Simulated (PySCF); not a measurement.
B3LYP has the VWN-RPA correlation part, as in Gaussian. 

Cartesian coordinates (Å):
SMILES: [Cl][Ga][Br]
```xyz
3

Cl    -1.8945    -0.4039     0.0000
Ga    -0.0697     0.7524     0.0000
Br     1.9642    -0.3485     0.0000
```
Charge 0, spin multiplicity 2.

### Question
Predict the total energy, dipole moment and highest occupied spin orbital from B3LYP-D3(BJ)/def2-TZVP // PBE0-D3(BJ)/def2-TZVP (PySCF).

### Answer

The total energy is -4959.4071 Ha. The dipole moment is 1.64 D. The highest occupied spin orbital is -6.73 eV.
